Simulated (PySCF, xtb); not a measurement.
CH6GaNO, SMILES [CH3][Ga]([NH2])[OH].

GFN2-xTB in xtb at its own geometry gives an orbital gap of 4.01 eV and a dipole moment of 2.18 D.

Geometry: B3LYP-D3(BJ)/def2-SVP. The values are those of a single conformer.

Task: What does ωB97X/def2-TZVP (PySCF) give? (The exact figures need the calculation; the answer reports its results.)

Result: gap 11.63 eV (levels -9.55 and 2.08 eV), dipole 1.88 D.
